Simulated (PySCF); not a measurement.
A series of related molecules.

All values: PBE0/pcSseg-1 (PySCF) at GFN2-xTB geometries, gas phase, one conformer each.

Problem. Rank by the highest IAO charge on any atom, highest value first.
A. `N1C[SiH2]N[SiH2]N[Si@@H]([SiH2]1)O`
B. `O[SiH]1NC[SiH2]N[SiH2]CN1`
C. `N1[SiH2]N(C=O)[Si@@H](O)NC[SiH2]1`
D. `O[Si@@H]1CNC[SiH2]N[SiH2]N1`

Solution. C (+1.319 e), B (+1.294 e), D (+1.214 e), A (+0.977 e).

Problem. Rank by the lowest IAO charge on any atom, highest value first.
A. `O[Si@@H]1NCCN[SiH2]N1`
B. `O[Si@H]1NCC[SiH2]N[SiH2]N1`
C. `[SiH2]1NC[SiH2]N[SiH2]N[Si@@H]1O`

Solution. C (-0.951 e), B (-0.972 e), A (-1.001 e).

Problem. Rank by LUMO energy, highest first.
A. `C#C[Si@@H]1N[SiH2]CN[Si@@H](O)N1`
B. `N1[SiH2]CN[Si@@H](O)N[SiH2]1`
C. `O=CN1[SiH2]N[SiH2]CN[Si@@H]1O`
D. `O[Si@@H]1NCCN[SiH2]N1`
E. `[SiH2]1N[SiH2]CN[Si@H](O)N1C`

Solution. D (0.95 eV), B (0.55 eV), E (0.39 eV), A (-0.13 eV), C (-0.40 eV).

All values together:

| SMILES | change | formula | μ (D) | HOMO (eV) | LUMO (eV) | lowest IAO charge (e) | highest IAO charge (e) | lowest Hirshfeld charge (e) | highest Hirshfeld charge (e) |
| --- | --- | --- | --- | --- | --- | --- | --- | --- | --- |
| O[Si@@H]1NC[SiH2]N[SiH2]N1 | parent | CH11N3OSi3 | 1.05 | -6.55 | 0.55 | -0.982 (N) | +1.328 (Si) | -0.341 (N) | +0.448 (Si) |
| O[Si@H]1N[SiH2]N[SiH2]CN[SiH2]1 | SiH2 inserted into a Si-N bond | CH13N3OSi4 | 1.48 | -6.27 | -0.36 | -0.951 (N) | +0.977 (Si) | -0.336 (N) | +0.390 (Si) |
| CN1[SiH2]N[SiH2]CN[Si@@H]1O | H on N replaced by CH3 | C2H13N3OSi3 | 1.18 | -6.67 | 0.39 | -0.944 (N) | +1.318 (Si) | -0.327 (N) | +0.448 (Si) |
| O[Si@H]1N[SiH2]N[SiH2][SiH2]N1 | C replaced by Si | H11N3OSi4 | 1.27 | -6.97 | -0.37 | -0.963 (N) | +1.324 (Si) | -0.340 (N) | +0.453 (Si) |
| O[Si@@H]1NCCN[SiH2]N1 | Si replaced by C | C2H11N3OSi2 | 0.84 | -6.48 | 0.95 | -1.001 (N) | +1.320 (Si) | -0.354 (N) | +0.443 (Si) |
| O[Si@@H]1CNC[SiH2]N[SiH2]N1 | CH2 inserted into a Si-N bond | C2H13N3OSi3 | 2.23 | -6.83 | 0.61 | -0.949 (N) | +1.214 (Si) | -0.336 (N) | +0.427 (Si) |
| O=C1N[Si@H](O)N[SiH2]N[SiH2]1 | CH2 replaced by C=O | CH9N3O2Si3 | 3.96 | -7.02 | -0.52 | -0.977 (N) | +1.325 (Si) | -0.343 (N) | +0.470 (Si) |
| C#C[Si@@H]1N[SiH2]CN[Si@@H](O)N1 | H on Si replaced by ethynyl | C3H11N3OSi3 | 1.15 | -6.31 | -0.13 | -0.974 (N) | +1.325 (Si) | -0.342 (N) | +0.449 (Si) |
| O[Si@H]1NCC[SiH2]N[SiH2]N1 | CH2 inserted into a C-Si bond | C2H13N3OSi3 | 0.95 | -6.99 | 0.59 | -0.972 (N) | +1.314 (Si) | -0.338 (N) | +0.455 (Si) |
| O=CN1[SiH2]N[SiH2]CN[Si@@H]1O | H on N replaced by CHO | C2H11N3O2Si3 | 4.55 | -7.04 | -0.40 | -0.937 (N) | +1.319 (Si) | -0.326 (N) | +0.458 (Si) |
| C#C[C@@H]1N[Si@H](O)N[SiH2]N[SiH2]1 | H on C replaced by ethynyl | C3H11N3OSi3 | 0.31 | -6.58 | 0.51 | -0.976 (N) | +1.320 (Si) | -0.336 (N) | +0.453 (Si) |
| O[SiH]1NC[SiH2]N[SiH2]CN1 | CH2 inserted into a Si-N bond | C2H13N3OSi3 | 0.89 | -6.32 | 0.46 | -0.936 (N) | +1.294 (Si) | -0.330 (N) | +0.433 (Si) |

Conformers: `[OH:1][Si@@H:2]1[NH:3][CH2:4][SiH2:5][NH:6][SiH2:7][NH:8]1` with H–O1–Si2–N3 -55°, O1–Si2–N3–C4 -174°, Si2–N3–C4–Si5 89°, N3–C4–Si5–N6 -64°, C4–Si5–N6–Si7 -6°; `[OH:1][Si@H:2]1[NH:3][SiH2:4][NH:5][SiH2:6][CH2:7][NH:8][SiH2:9]1` with H–O1–Si2–N3 53°, O1–Si2–N3–Si4 -169°, Si2–N3–Si4–N5 -78°, N3–Si4–N5–Si6 82°, Si4–N5–Si6–C7 -38°; `[CH3:1][N:2]1[SiH2:3][NH:4][SiH2:5][CH2:6][NH:7][Si@@H:8]1[OH:9]` with N7–Si8–O9–H -49°, C1–N2–Si3–N4 -178°, N2–Si3–N4–Si5 51°, Si3–N4–Si5–C6 -78°, N4–Si5–C6–N7 59°; `[OH:1][Si@H:2]1[NH:3][SiH2:4][NH:5][SiH2:6][SiH2:7][NH:8]1` with H–O1–Si2–N3 56°, O1–Si2–N3–Si4 -174°, Si2–N3–Si4–N5 -79°, N3–Si4–N5–Si6 18°, Si4–N5–Si6–Si7 40°; `[OH:1][Si@@H:2]1[NH:3][CH2:4][CH2:5][NH:6][SiH2:7][NH:8]1` with H–O1–Si2–N3 175°, O1–Si2–N3–C4 177°, Si2–N3–C4–C5 75°, N3–C4–C5–N6 -76°, C4–C5–N6–Si7 84°; `[OH:1][Si@@H:2]1[CH2:3][NH:4][CH2:5][SiH2:6][NH:7][SiH2:8][NH:9]1` with H–O1–Si2–C3 61°, O1–Si2–C3–N4 -153°, Si2–C3–N4–C5 -78°, C3–N4–C5–Si6 166°, N4–C5–Si6–N7 -31°; `[O:1]=[C:2]1[NH:3][Si@H:4]([OH:5])[NH:6][SiH2:7][NH:8][SiH2:9]1` with N3–Si4–O5–H -65°, O1–C2–N3–Si4 179°, C2–N3–Si4–O5 -174°, N3–Si4–N6–Si7 -35°, Si4–N6–Si7–N8 -33°; `[CH:1]#[C:2][Si@@H:3]1[NH:4][SiH2:5][CH2:6][NH:7][Si@@H:8]([OH:9])[NH:10]1` with N7–Si8–O9–H -165°, C2–Si3–N4–Si5 -75°, Si3–N4–Si5–C6 13°, N4–Si5–C6–N7 -75°, Si5–C6–N7–Si8 83°; `[OH:1][Si@H:2]1[NH:3][CH2:4][CH2:5][SiH2:6][NH:7][SiH2:8][NH:9]1` with H–O1–Si2–N3 51°, O1–Si2–N3–C4 46°, Si2–N3–C4–C5 63°, N3–C4–C5–Si6 54°, C4–C5–Si6–N7 -101°; `[O:1]=[CH:2][N:3]1[SiH2:4][NH:5][SiH2:6][CH2:7][NH:8][Si@@H:9]1[OH:10]` with O1–C2–N3–Si4 -174°, N8–Si9–O10–H -129°, C2–N3–Si4–N5 -150°, N3–Si4–N5–Si6 -52°, Si4–N5–Si6–C7 78°, N5–Si6–C7–N8 -44°; `[CH:1]#[C:2][C@@H:3]1[NH:4][Si@H:5]([OH:6])[NH:7][SiH2:8][NH:9][SiH2:10]1` with N4–Si5–O6–H 51°, C2–C3–N4–Si5 164°, C3–N4–Si5–O6 -178°, N4–Si5–N7–Si8 -63°, Si5–N7–Si8–N9 33°; `[OH:1][SiH:2]1[NH:3][CH2:4][SiH2:5][NH:6][SiH2:7][CH2:8][NH:9]1` with H–O1–Si2–N3 -168°, O1–Si2–N3–C4 -163°, Si2–N3–C4–Si5 -33°, N3–C4–Si5–N6 -57°, C4–Si5–N6–Si7 98°.

Problem. Give the shifts from the parent, `O[Si@@H]1NC[SiH2]N[SiH2]N1`.

Solution. 
| SMILES | change in μ (D) | change in HOMO (eV) | change in LUMO (eV) |
| --- | --- | --- | --- |
| O[Si@H]1N[SiH2]N[SiH2]CN[SiH2]1 | +0.43 | +0.28 | -0.91 |
| CN1[SiH2]N[SiH2]CN[Si@@H]1O | +0.13 | -0.12 | -0.16 |
| O[Si@H]1N[SiH2]N[SiH2][SiH2]N1 | +0.22 | -0.42 | -0.92 |
| O[Si@@H]1NCCN[SiH2]N1 | -0.21 | +0.07 | +0.40 |
| O[Si@@H]1CNC[SiH2]N[SiH2]N1 | +1.18 | -0.28 | +0.06 |
| O=C1N[Si@H](O)N[SiH2]N[SiH2]1 | +2.91 | -0.47 | -1.07 |
| C#C[Si@@H]1N[SiH2]CN[Si@@H](O)N1 | +0.10 | +0.24 | -0.68 |
| O[Si@H]1NCC[SiH2]N[SiH2]N1 | -0.10 | -0.44 | +0.04 |
| O=CN1[SiH2]N[SiH2]CN[Si@@H]1O | +3.50 | -0.49 | -0.95 |
| C#C[C@@H]1N[Si@H](O)N[SiH2]N[SiH2]1 | -0.74 | -0.03 | -0.04 |
| O[SiH]1NC[SiH2]N[SiH2]CN1 | -0.16 | +0.23 | -0.09 |
